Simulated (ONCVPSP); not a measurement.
**Which change was made? (K, ONCV)**

| Property | Result |
| --- | --- |
| Element | K (Z = 19) |
| Generator | ONCVPSP 4.0.1 |
| Type | optimised norm-conserving Vanderbilt (ONCV) |
| Functional | revPBE |
| Relativity | scalar-relativistic |
| Frozen core | [Ne] |
| Valence charge | 9 |
| Reference configuration | 3s2 3p6 3d1 |
| Partial waves | 3s: rc 1.50 bohr, ncon 4, nbas 9, qcut 7.9 1/bohr, 1 projector; 3p: rc 1.55 bohr, ncon 5, nbas 9, qcut 7.6 1/bohr, 1 projector; 3d: rc 4.00 bohr, ncon 3, nbas 6, qcut 2 1/bohr, 2 projectors, debl 1.3 Ha |
| Local potential | polynomial inside 1.30 bohr (lpopt 1, dvloc0 0 Ha) |
| Core correction | Teter function, fcfact 3, rcfact 1.45 |

Cutoffs, loose and tight: the cutoffs (Ha) at which the residual kinetic energy of the hardest occupied pseudo-wave falls to 1 and 0.1 mHa per electron. They do not see the model core or the augmentation charge, which bear on the density cutoff. Test errors are all-electron minus pseudo excitation energies from the reference, over the configurations 3s2 3p6 3d0 4s1; 3s2 3p6 3d0; 3s2 3p6 3d0 4s0.5; 3s2 3p6 3d0 4p1; variants that change the core or the reference have their own tests.

The base gives: outcome: generated; cutoff, loose: 21 Ha; cutoff, tight: 25 Ha; bound ghosts: none; GHOST(+) flags above zero: d; largest test error (meV): +15.

(1) After one change the result is: outcome: generated; cutoff, loose: 14 Ha; cutoff, tight: 24 Ha; bound ghosts: none; GHOST(+) flags above zero: d; largest test error (meV): +47. Which change was it?
A. s: rc 2.18
B. s: rc 2
C. s: rc 1.8

Results:

(1) A. The others give: s: rc 1.8 → outcome: generated; cutoff, loose: 18 Ha; cutoff, tight: 24 Ha; bound ghosts: none; GHOST(+) flags above zero: d; largest test error (meV): +16 | s: rc 2 → outcome: generated; cutoff, loose: 16 Ha; cutoff, tight: 24 Ha; bound ghosts: none; GHOST(+) flags above zero: d; largest test error (meV): +28.
